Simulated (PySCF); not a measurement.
# Potential energy of InO⁺ along the bond

Set-up: PySCF, scalar-relativistic core potentials, basis sets In def2-TZVPPD with ECP28, O def2-TZVPPD. Energies in eV from In⁺ + O in their ground configurations at the same level. State: ³Σ⁻ (triplet), unpaired electrons π ↑↑.

All columns are PBE0. A positive dipole points towards O; it is taken about the centre of mass and depends on that origin.

| R (Å) | E (eV) | μ (D) | Mulliken charge on In (basis-dependent) | HOMO (eV) | LUMO (eV) | Mayer bond order | ⟨S²⟩ |
| --- | --- | --- | --- | --- | --- | --- | --- |
| 2.558 | -0.119 | 0.37 | 0.93 | -14.38 | -10.63 | 0.09 | 2.01 |
| 2.677 | -0.179 | 0.09 | 0.94 | -14.45 | -10.27 | 0.08 | 2.01 |
| 2.796 | -0.208 | -0.17 | 0.95 | -14.47 | -9.95 | 0.08 | 2.01 |
| 2.885 | -0.216 | -0.35 | 0.96 | -14.46 | -9.74 | 0.08 | 2.01 |
| 2.974 | -0.217 | -0.52 | 0.96 | -14.42 | -9.54 | 0.07 | 2.01 |
| 3.063 | -0.213 | -0.68 | 0.97 | -14.36 | -9.35 | 0.07 | 2.01 |
| 3.182 | -0.202 | -0.87 | 0.97 | -14.24 | -9.12 | 0.06 | 2.01 |
| 3.331 | -0.184 | -1.10 | 0.98 | -14.05 | -8.87 | 0.05 | 2.01 |
| 3.509 | -0.161 | -1.34 | 0.98 | -13.82 | -8.59 | 0.04 | 2.01 |
| 3.747 | -0.131 | -1.62 | 0.99 | -13.52 | -8.28 | 0.03 | 2.00 |

A fit through these points gives, at Re = 2.942 Å, μ = -0.46 D and dμ/dR = -1.87 D/Å; the reduced mass is 14.04 u.

Task: How strong is the fundamental in the double-harmonic approximation, I = 42.26·(dμ/dR)²/μred km/mol?

Result: I = 42.26·(-1.87)²/14.04 = 10.5 km/mol at PBE0.

The bond is weak. Basis-set superposition, not corrected here, can be much of De in a small basis, most of all at correlated wavefunction levels. Spin–orbit coupling is left out, which matters for elements this heavy, above all for dissociation energies. For an ion De counts to the pair picked by the measured ionisation energies or electron affinities, which need not be the lowest pair at this level. The state is the lowest determinant that a PBE0 search found; another state may lie lower at other levels.
